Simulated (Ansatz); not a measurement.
`[Cl][Ge][Cl]` and `[NH2][Ge][Cl]` differ in one atom or group.

Ansatz, PBE0-D4/def2-TZVP geometries, multiplicity 1. Each molecule was computed in one conformer, which needn't be the lowest.

Scalar relativity is left out up to krypton.

```tsv
property	`[Cl][Ge][Cl]`
HOMO–LUMO gap (PBE/def2-TZVPP) / eV	3.20
size of the dipole moment (ωB97M-V/def2-TZVPP) / D	2.10
HOMO–LUMO gap (PBE0/def2-TZVPP) / eV	5.03
size of the dipole moment (B3LYP/def2-TZVPP) / D	2.05
LUMO energy (PBE/def2-TZVPP) / eV	-3.79
zero-point energy (PBE0-D4/def2-TZVP) / kJ/mol	5.7
```

Q: Give the same properties after the change, and the shifts. (Estimate.)

A: The calculation gave: 
| property | `[NH2][Ge][Cl]` | shift |
| --- | --- | --- |
| HOMO–LUMO gap (PBE/def2-TZVPP) / eV | 3.86 | 0.66 |
| size of the dipole moment (ωB97M-V/def2-TZVPP) / D | 2.88 | 0.78 |
| HOMO–LUMO gap (PBE0/def2-TZVPP) / eV | 5.72 | 0.69 |
| size of the dipole moment (B3LYP/def2-TZVPP) / D | 2.86 | 0.81 |
| LUMO energy (PBE/def2-TZVPP) / eV | -2.54 | 1.25 |
| zero-point energy (PBE0-D4/def2-TZVP) / kJ/mol | 70.5 | 64.8 |

With PBE0 the HOMO rises by 0.58 eV and the LUMO rises by 1.26 eV, so the gap widens by about 0.68 eV. PBE moves the HOMO by 0.59 eV and ωB97M-V by 0.51 eV. The zero-point energy changes by 64.8 kJ/mol with +6 modes. Dipoles are sizes alone; their direction can turn.

B3LYP here is the variant with VWN-RPA as its local correlation; programs differ in this.
